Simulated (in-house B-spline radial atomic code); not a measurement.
Computed with a B-spline radial atomic code. Model: two electrons, singlet ground state, non-relativistic, full CI in B-splines with partial waves to l = 8 (at full coupling up to 3e-4 hartree above the limit, correlation up to 0.6 % small), density held at that of full coupling by Lieb maximisation.

W(λ) is the mean repulsion in the state of coupling λ less the Hartree energy of the fixed density. Its start is exact exchange, its initial slope is twice the second-order Görling-Levy correlation energy, and its area from 0 to 1 is E_xc. A straight curve means weak, dynamic correlation, and a curve that drops fast and flattens means strong correlation.

Command:
```bash
python run_ac.py task.json out
```
Settings (lengths in bohr, energies in hartree):
```
potential              yukawa
strength               1.86
lmax                   8
second                 0.325
```

Cost of the run: 55 s on 1 thread of Intel(R) Xeon(R) Processor @ 2.30GHz (shared host).

**W = mean repulsion less Hartree energy, and W of three functionals.**

Given: confinement screened point charge; nuclear charge 1.86; screening of the nucleus 0.325 1/bohr; external potential -Z exp(-k r)/r.

Computed: LDA exchange minus exact 120.22 millihartree; SCAN exchange minus exact -7.5765 millihartree.

```csv
coupling,W xc (hartree),W xc minus exchange (millihartree),kinetic minus Kohn-Sham (millihartree),LDA (PW92) W minus its exchange (millihartree),PBE W minus its exchange (millihartree),SCAN W minus its exchange (millihartree)
0,-0.89178,0,0,0,0,0
0.02,-0.89376,-1.98,0.02,-11.49,-1.69,-1.81
0.05,-0.89669,-4.911,0.12,-23.35,-4.26,-4.44
0.12,-0.90336,-11.574,0.69,-44.31,-10.27,-10.34
0.25,-0.91511,-23.33,2.85,-73.23,-21.24,-20.58
0.4,-0.92776,-35.977,6.95,-99.03,-33.34,-31.48
0.6,-0.94325,-51.47,14.67,-126.66,-48.44,-44.74
0.8,-0.95736,-65.576,24.53,-149.47,-62.38,-56.81
1,-0.97025,-78.465,36.11,-169.01,-75.28,-67.88
1.4,-0.99292,-101.14,63.19,-201.39,-98.33,-87.56
2,?,?,?,?,?,?
3,-1.0557,-163.89,196.48,-285.07,-165.39,-144.47
4.5,?,?,?,?,?,?
7,-1.1283,-236.51,536.49,-384.32,-253.79,-217.34
```

Question: What belongs in the row 2?

Answer: W xc (hartree): -1.0208; W xc minus exchange (millihartree): -128.99; kinetic minus Kohn-Sham (millihartree): 110.22; LDA (PW92) W minus its exchange (millihartree): -239.09; PBE W minus its exchange (millihartree): -127.39; SCAN W minus its exchange (millihartree): -112.27.

Question: What belongs in the row 4.5?

Answer: W xc (hartree): -1.0915; W xc minus exchange (millihartree): -199.67; kinetic minus Kohn-Sham (millihartree): 328.76; LDA (PW92) W minus its exchange (millihartree): -332.72; PBE W minus its exchange (millihartree): -206.97; SCAN W minus its exchange (millihartree): -179.33.

Question: What is the PBE exchange minus exact?

Answer: 4.6178 millihartree.

**Energy parts, natural occupations and partial-wave weights.**

Computed: total energy -1.4190 hartree; correlation energy -0.042357 hartree; kinetic part of the DFT correlation energy 0.036107 hartree; initial slope twice GL2 -0.09951 hartree; kinetic part over minus potential part 0.46017; Kohn-Sham kinetic 2.2537 hartree; Lieb Oxford ratio E_xc over LDA exchange 1.2107.

| natural | occupation of the shell (electrons) |
| --- | --- |
| s | 1.9781 |
| s | 0.011878 |
| p | 0.008986 |
| d | ? |
| p | 0.00029534 |
| s | 0.00018291 |

Question: What belongs in the row d?

Answer: occupation of the shell (electrons): 0.00036351.

| wave | weight |
| --- | --- |
| s | 0.9951 |
| p | 0.0046547 |
| d | 0.00020385 |
| f | ? |
| g | 6.2312e-06 |

Question: What belongs in the row f?

Answer: weight: 2.7455e-05.

Question: What is the exchange energy?

Answer: -0.89178 hartree.

Question: What is the Hartree energy?

Answer: 1.7836 hartree.

Half-way to full coupling W has made 56 % of its drop, against 50 % for a straight line, and second-order (GL2) theory, half the initial slope, overshoots the correlation energy by about 17 %: a moderate bend, as in light atoms. Over couplings 0 to 1 the errors in E_xc come to about +57 millihartree for LDA, +7.1 millihartree for PBE, -2.1 millihartree for SCAN, so SCAN is nearest. In LDA and SCAN the errors of exchange and correlation have opposite signs, so the sum is smaller than the larger of the two.
